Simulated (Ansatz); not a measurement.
Results of the Gaussian-basis code of Ansatz.

`PS[CH2][SnH3]` at its PBE0-D4/def2-TZVP geometry, where that method's forces vanish. Charge 0, multiplicity 1. Sn: def2 effective core potential.

```json
{"atom": "P1", "x (Å)": "2.074", "y (Å)": "-0.836", "z (Å)": "-0.036"}
{"atom": "S2", "x (Å)": "0.210", "y (Å)": "-1.497", "z (Å)": "-0.762"}
{"atom": "C3", "x (Å)": "-0.898", "y (Å)": "-0.670", "z (Å)": "0.412"}
{"atom": "Sn4", "x (Å)": "-1.043", "y (Å)": "1.457", "z (Å)": "0.090"}
{"atom": "H5", "x (Å)": "2.639", "y (Å)": "-0.376", "z (Å)": "-1.255"}
{"atom": "H6", "x (Å)": "2.744", "y (Å)": "-2.085", "z (Å)": "-0.095"}
{"atom": "H7", "x (Å)": "-0.607", "y (Å)": "-0.903", "z (Å)": "1.436"}
{"atom": "H8", "x (Å)": "-1.881", "y (Å)": "-1.114", "z (Å)": "0.238"}
{"atom": "H9", "x (Å)": "-1.950", "y (Å)": "1.714", "z (Å)": "-1.333"}
{"atom": "H10", "x (Å)": "0.528", "y (Å)": "2.089", "z (Å)": "-0.108"}
{"atom": "H11", "x (Å)": "-1.814", "y (Å)": "2.220", "z (Å)": "1.413"}
```

(1) For each bond, give half the difference of the two atoms' forces along it (eV/Å; positive pushes the atoms apart) under PBE-D4, r2SCAN-D4, B3LYP-D4, ωB97M-V in def2-TZVPP. (An estimate is asked.)

## Answers

(1) The calculation gave: 
```
   bond  length (Å)  PBE-D4  r2SCAN-D4  B3LYP-D4  ωB97M-V
  P1–S2       2.107    0.23       0.08      0.29     0.09
  P1–H5       1.420    0.21       0.01     -0.08    -0.13
  P1–H6       1.419    0.22       0.00     -0.08    -0.14
  S2–C3       1.814    0.13       0.15      0.22     0.18
 C3–Sn4       2.157    0.06       0.07      0.18    -0.03
  C3–H7       1.090    0.09      -0.05     -0.14    -0.08
  C3–H8       1.092    0.11      -0.05     -0.15    -0.07
 Sn4–H9       1.707    0.07      -0.02      0.01    -0.06
Sn4–H10       1.706    0.08      -0.02      0.01    -0.05
Sn4–H11       1.711    0.06      -0.02     -0.01    -0.06
```

B3LYP here is the variant with VWN-RPA as its local correlation; programs differ in this.
